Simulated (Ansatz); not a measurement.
Ansatz (an electronic-structure program) input (B3LYP-D3(BJ)/def2-TZVP):

Ansatz 0.2 input:
```yaml
crystal:
  periodic: [false, false, false]
  atoms:
    - {symbol: Zn, position_ang: [-0.00000000, -0.00000000, -0.79086917]}
    - {symbol: Cl, position_ang: [0.00000000, 0.00000000, 1.39565148]}
basis:
  gaussian:
    orbitals: def2-TZVP
hamiltonian:
  xc: b3lyp
  dispersion: d3bj
magnetization: {spin_polarized: true, initial_magnetization: 1}
phonons: {temperatures: {t_min: 298.15, t_max: 298.15, t_step: 100}}
```

Output:

```
Functional definition: B3LYP
integrals: 0.03 GiB planned
678 factors; integrals over basis functions are off by at most 3.0e-4 eV
mean field: 0.41 GiB planned
mean field evaluation 1: about -60943.2461 eV, gradient 2.4e1 eV
mean field evaluation 2: about -60937.5631 eV, gradient 5.2e1 eV
mean field evaluation 4: about -60945.1305 eV, gradient 7.6e-1 eV
mean field evaluation 8: about -60945.1790 eV, gradient 7.4e-2 eV
mean field evaluation 16: about -60945.1790 eV, gradient 1.6e-5 eV
mean field -60945.17903494 eV, -2239.6940194081 hartree, gradient 1.6e-5 eV, S^2 0.752009; 0 other end points of the search recorded, 0 dependent functions left out
the calculation of the forces begins
reference -60945.17922269 eV, -2239.6940263078 hartree; 24, 23 occupied and 61, 62 virtual orbitals, 678 factors
these checks for a lower state are left out or cut short: stability, starts, cluster_reference, orbital_swaps, neighbouring_geometries, increment
integrals: 0.03 GiB planned
678 factors; integrals over basis functions are off by at most 3.0e-4 eV
mean field: 0.41 GiB planned
mean field -60945.17903493 eV, -2239.6940194077 hartree, gradient 1.6e-6 eV, S^2 0.752009; 0 other end points of the search recorded, 0 dependent functions left out
the calculation of the forces begins
reference -60945.17922268 eV, -2239.6940263073 hartree; 24, 23 occupied and 61, 62 virtual orbitals, 678 factors
these checks for a lower state are left out or cut short: stability, starts, cluster_reference, orbital_swaps, neighbouring_geometries, increment
integrals: 0.03 GiB planned
678 factors; integrals over basis functions are off by at most 3.0e-4 eV
mean field: 0.41 GiB planned
mean field -60945.17903493 eV, -2239.6940194077 hartree, gradient 1.6e-6 eV, S^2 0.752009; 0 other end points of the search recorded, 0 dependent functions left out
the calculation of the forces begins
reference -60945.17922268 eV, -2239.6940263073 hartree; 24, 23 occupied and 61, 62 virtual orbitals, 678 factors
these checks for a lower state are left out or cut short: stability, starts, cluster_reference, orbital_swaps, neighbouring_geometries, increment
integrals: 0.03 GiB planned
678 factors; integrals over basis functions are off by at most 3.0e-4 eV
mean field: 0.41 GiB planned
mean field evaluation 32: about -60945.1331 eV, gradient 2.0e-1 eV
mean field -60945.17903493 eV, -2239.6940194077 hartree, gradient 1.6e-6 eV, S^2 0.752009; 0 other end points of the search recorded, 0 dependent functions left out
the calculation of the forces begins
reference -60945.17922268 eV, -2239.6940263073 hartree; 24, 23 occupied and 61, 62 virtual orbitals, 678 factors
these checks for a lower state are left out or cut short: stability, starts, cluster_reference, orbital_swaps, neighbouring_geometries, increment
integrals: 0.03 GiB planned
678 factors; integrals over basis functions are off by at most 3.0e-4 eV
mean field: 0.41 GiB planned
mean field -60945.17903493 eV, -2239.6940194077 hartree, gradient 1.6e-6 eV, S^2 0.752009; 0 other end points of the search recorded, 0 dependent functions left out
the calculation of the forces begins
reference -60945.17922268 eV, -2239.6940263073 hartree; 24, 23 occupied and 61, 62 virtual orbitals, 678 factors
these checks for a lower state are left out or cut short: stability, starts, cluster_reference, orbital_swaps, neighbouring_geometries, increment
integrals: 0.03 GiB planned
678 factors; integrals over basis functions are off by at most 3.0e-4 eV
mean field: 0.41 GiB planned
mean field -60945.17902380 eV, -2239.6940189986 hartree, gradient 2.0e-6 eV, S^2 0.752000; 0 other end points of the search recorded, 0 dependent functions left out
the calculation of the forces begins
reference -60945.17921153 eV, -2239.6940258974 hartree; 24, 23 occupied and 61, 62 virtual orbitals, 678 factors
these checks for a lower state are left out or cut short: stability, starts, cluster_reference, orbital_swaps, neighbouring_geometries, increment
integrals: 0.03 GiB planned
678 factors; integrals over basis functions are off by at most 3.0e-4 eV
mean field: 0.41 GiB planned
mean field -60945.17898127 eV, -2239.6940174357 hartree, gradient 1.9e-6 eV, S^2 0.752018; 0 other end points of the search recorded, 0 dependent functions left out
the calculation of the forces begins
reference -60945.17916904 eV, -2239.6940243361 hartree; 24, 23 occupied and 61, 62 virtual orbitals, 678 factors
these checks for a lower state are left out or cut short: stability, starts, cluster_reference, orbital_swaps, neighbouring_geometries, increment
integrals: 0.03 GiB planned
678 factors; integrals over basis functions are off by at most 3.0e-4 eV
mean field: 0.41 GiB planned
mean field evaluation 64: about -60945.1790 eV, gradient 2.4e-6 eV
mean field -60945.17903493 eV, -2239.6940194077 hartree, gradient 1.6e-6 eV, S^2 0.752009; 0 other end points of the search recorded, 0 dependent functions left out
the calculation of the forces begins
reference -60945.17922268 eV, -2239.6940263073 hartree; 24, 23 occupied and 61, 62 virtual orbitals, 678 factors
these checks for a lower state are left out or cut short: stability, starts, cluster_reference, orbital_swaps, neighbouring_geometries, increment
integrals: 0.03 GiB planned
678 factors; integrals over basis functions are off by at most 3.0e-4 eV
mean field: 0.41 GiB planned
mean field -60945.17903493 eV, -2239.6940194077 hartree, gradient 1.6e-6 eV, S^2 0.752009; 0 other end points of the search recorded, 0 dependent functions left out
the calculation of the forces begins
reference -60945.17922268 eV, -2239.6940263073 hartree; 24, 23 occupied and 61, 62 virtual orbitals, 678 factors
these checks for a lower state are left out or cut short: stability, starts, cluster_reference, orbital_swaps, neighbouring_geometries, increment
integrals: 0.03 GiB planned
678 factors; integrals over basis functions are off by at most 3.0e-4 eV
mean field: 0.41 GiB planned
mean field -60945.17903493 eV, -2239.6940194077 hartree, gradient 1.6e-6 eV, S^2 0.752009; 0 other end points of the search recorded, 0 dependent functions left out
the calculation of the forces begins
reference -60945.17922268 eV, -2239.6940263073 hartree; 24, 23 occupied and 61, 62 virtual orbitals, 678 factors
these checks for a lower state are left out or cut short: stability, starts, cluster_reference, orbital_swaps, neighbouring_geometries, increment
integrals: 0.03 GiB planned
678 factors; integrals over basis functions are off by at most 3.0e-4 eV
mean field: 0.41 GiB planned
mean field -60945.17903493 eV, -2239.6940194077 hartree, gradient 1.6e-6 eV, S^2 0.752009; 0 other end points of the search recorded, 0 dependent functions left out
the calculation of the forces begins
reference -60945.17922268 eV, -2239.6940263073 hartree; 24, 23 occupied and 61, 62 virtual orbitals, 678 factors
these checks for a lower state are left out or cut short: stability, starts, cluster_reference, orbital_swaps, neighbouring_geometries, increment
integrals: 0.03 GiB planned
678 factors; integrals over basis functions are off by at most 3.0e-4 eV
mean field: 0.41 GiB planned
mean field -60945.17898127 eV, -2239.6940174357 hartree, gradient 1.9e-6 eV, S^2 0.752018; 0 other end points of the search recorded, 0 dependent functions left out
the calculation of the forces begins
reference -60945.17916904 eV, -2239.6940243361 hartree; 24, 23 occupied and 61, 62 virtual orbitals, 678 factors
these checks for a lower state are left out or cut short: stability, starts, cluster_reference, orbital_swaps, neighbouring_geometries, increment
integrals: 0.03 GiB planned
678 factors; integrals over basis functions are off by at most 3.0e-4 eV
mean field: 0.41 GiB planned
mean field evaluation 96: about -60945.1790 eV, gradient 5.6e-2 eV
mean field -60945.17902380 eV, -2239.6940189986 hartree, gradient 2.0e-6 eV, S^2 0.752000; 0 other end points of the search recorded, 0 dependent functions left out
the calculation of the forces begins
reference -60945.17921153 eV, -2239.6940258974 hartree; 24, 23 occupied and 61, 62 virtual orbitals, 678 factors
Total energy: -60945.24544682 eV, -2239.6964599994 hartree
Atom 0 at    -0.000000    -0.000000    -0.790869 Å, force    -0.000000     0.000000     0.001071 eV/Å
Atom 1 at     0.000000     0.000000     1.395651 Å, force     0.000000    -0.000000    -0.001071 eV/Å
Dipole moment:     0.000000    -0.000000    -0.579692 e Å
Vibrations: 350.41 cm⁻¹, zero-point energy 0.021723 eV
```

The spin state was set by rule; other spins were not relaxed.
